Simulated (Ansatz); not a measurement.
An input meant for MnO₃F (charge 0, singlet; atoms displaced at random, 0.08 Å in each coordinate).

```yaml
crystal:
  periodic: [false, false, false]
  atoms:
    - {symbol: Mn, position_ang: [0.121284, 0.022768, -0.028142]}
    - {symbol: O, position_ang: [-0.030991, -0.014983, 1.532695]}
    - {symbol: O, position_ang: [1.613109, 0.000293, -0.575185]}
    - {symbol: O, position_ang: [-0.699071, 1.323840, -0.397350]}
    - {symbol: F, position_ang: [-0.749355, -1.339250, -0.569837]}
basis:
  gaussian: {orbitals: ANO-RCC-VTZP, final_grid: {core_spheres: 1, valence_spheres: 1, degree: 3}}
hamiltonian: {xc: {name: r2SCAN}}
scf: {omitted_lower_state_checks: [starts]}
```

```sh
$ ansatz run in.yaml --threads 4 --pin off --events-out ev --progress --plain --max-ram 3916MiB
```

It prints (some lines left out):

```
Functional definition: r2SCAN
1366 factors; their error is unknown
mean field evaluation 1: about -40358.7350 eV, gradient 1.6e2 eV
mean field evaluation 2: about -39794.1563 eV, gradient 6.9e2 eV
mean field evaluation 4: about -40275.4998 eV, gradient 3.0e2 eV
mean field evaluation 8: about -40391.1897 eV, gradient 1.1e-2 eV
mean field evaluation 16: about -40954.1745 eV, gradient 5.6e1 eV
mean field evaluation 32: about -40969.2004 eV, gradient 1.4e-4 eV
a density is far from that of the atoms, so the factors are made again for it
1503 factors; integrals over basis functions are off by at most 1.8e-4 eV
mean field -40969.01500438 eV, -1505.5835316153 hartree, gradient 1.9e-5 eV, S^2 0.000000; 0 other end points of the search recorded, 0 dependent functions left out
reference -40969.01500491 eV, -1505.5835316346 hartree; 29, 29 occupied and 150, 150 virtual orbitals, 1503 factors
Total energy: -40969.01500491 eV, -1505.5835316346 hartree
Relativity: scalar
Checks for a lower state left out: starts
```

Something in this input is off. What?

The integration grid is far too coarse. The calculation finished and met its thresholds. The result belongs to that input, not to the species as meant. The restricted singlet is unstable towards broken spin symmetry in Hartree–Fock (as tested in another run); at RKS r2SCAN-D4/ANO-RCC-VTZP this wasn't settled.
